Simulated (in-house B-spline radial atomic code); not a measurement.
TDHF excitations of Cs7+

Method: TDHF. Computed with a B-spline radial code for spherical atoms: linear response of the closed shell [Kr] 4d10 5s2 with bare exchange (time-dependent Hartree-Fock); scalar-relativistic (spin-free one-electron X2C), finite nucleus, no spin-orbit coupling, no double excitations, S, P, D and F terms only; shells from n = 3 respond. Only terms of natural parity with L up to 3 were computed.

Spin-orbit coupling is strong here, so these LS terms don't match observed levels.

Command:
```bash
python run_td.py task.json out
```
Settings (radii: box in bohr, nucleus in fm):
```
Z                        55
electrons                48
configuration            [Kr] 4d10 5s2
hamiltonian              x2c
method                   hf
box_radius               12.81
rms_radius               4.8041
intervals                69
```

Time taken, with all properties: 2 s on 1 thread of Intel(R) Xeon(R) Platinum 8259CL CPU @ 2.50GHz (Skylake/Cascade Lake), with other jobs on the host.

The lowest states, in the order of their Tamm-Dancoff energies; the method's threshold (minus the highest occupied level) is 108.62 eV. Labels give the largest channel, * marks a mixed state, and oscillator strengths are full-response dipole values. Energies in eV:

```csv
state,full response,Tamm-Dancoff,oscillator strength
5s → 5p 3P,12.911,13.399,-
5s → 5p 1P,18.616,19.147,1.6
5s → 4f 3F,31.48,31.63,-
5s → 4f 1F,?,?,-
5s → 5d 3D,39.12,39.15,-
5s → 5d 1D,41.21,41.27,-
5s → 6s 3S,50.06,50.08,-
5s → 6s 1S,51.32,51.36,-
5s → 6p 3P,57.19,57.20,-
5s → 6p 1P,57.71,57.74,0.134
5s → 5f 3F,63.53,63.55,-
5s → 5f 1F,63.81,63.82,-
5s → 6d 3D,?,?,-
5s → 6d 1D,67.91,67.93,-
5s → 7s 3S,72.07,72.07,-
5s → 7s 1S,72.47,72.48,-
```

Where does 5s → 4f 1F lie?

At 32.83 eV in full response, 32.91 eV in Tamm-Dancoff.

Where does 5s → 6d 3D lie?

At 67.45 eV in full response, 67.45 eV in Tamm-Dancoff.

How large is the singlet-triplet splitting of 5s → 5p (P terms) in Tamm-Dancoff?

5.75 eV, from the unrounded values.

What polarisabilities and dispersion coefficient does the method give?

Dipole 4.207 bohr³, quadrupole 5.389 bohr⁵, C6 12.63 hartree·bohr⁶ for two such species.
